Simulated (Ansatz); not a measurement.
`C=C[SiH](Cl)Br` + H₂O → `O[SiH](Cl)Br` + ethylene at 700 K and 1 bar (formal hydrolysis of the Si–C bond).

Isolated molecules relaxed with PBE0-D4/def2-TZVP in Ansatz; ΔE leaves out vibrations. CBS: MP2 limit from def2 TZ/QZ plus the TZ coupled-cluster correction, frozen cores. This one scheme is used for every species. For Br outer-core shells are correlated without core-valence functions, which leaves a few kJ/mol of doubt a bond. Scalar relativity is left out up to krypton. One conformer a species, not always the lowest.

```csv
species,CCSD(T)/CBS energy (Eh),H − E (kJ/mol),S (J/(mol·K))
`C=C[SiH](Cl)Br`,-3400.77233,216.2,471.5
H₂O,-76.37941,80.5,218.4
`O[SiH](Cl)Br`,-3398.70645,126.1,415.8
`C=C`,-78.48111,168.9,268.4
```

H − E and S are ideal-gas, rigid-rotor, harmonic terms from PBE0-D4/def2-TZVP, for one conformer and one mirror image of each species. 1 Eh = 2625.50 kJ/mol, R = 8.31446 J/(mol·K).

Q: By hand: ΔE, ΔH, ΔS and ΔG.

A: ΔE = (-3398.70645) + (-78.48111) − (-3400.77233) − (-76.37941) = -0.03582 Eh = -94.0 kJ/mol. Δ(H − E) = 126.1 + 168.9 − 216.2 − 80.5 = -1.7, so ΔH = -95.7 kJ/mol. ΔS = 415.8 + 268.4 − 471.5 − 218.4 = -5.7 J/(mol·K). ΔG = -95.7 − 700 × (-5.7)/1000 = -91.7 kJ/mol.

Q: By hand: the equilibrium constant, and the temperature at which ΔG would vanish if ΔH and ΔS stayed fixed.

A: log₁₀ K = −ΔG/(RT ln 10) = 6.8. ΔG = 0 at ΔH/ΔS = 16789 K, far beyond where these terms or the molecules hold.

The number of gas molecules stays the same, so ΔS is small and ΔH decides. A doubt of 5 kJ/mol in ΔE shifts log₁₀ K by 0.4 here. Other conformers and mirror images would add mixing entropy, several J/(mol·K) or more a flexible species. These are equilibria of isolated gas molecules and say nothing of rates. Largest T1 diagnostic: 0.011 (customary marks: 0.02 for closed shells, 0.045 for open ones).
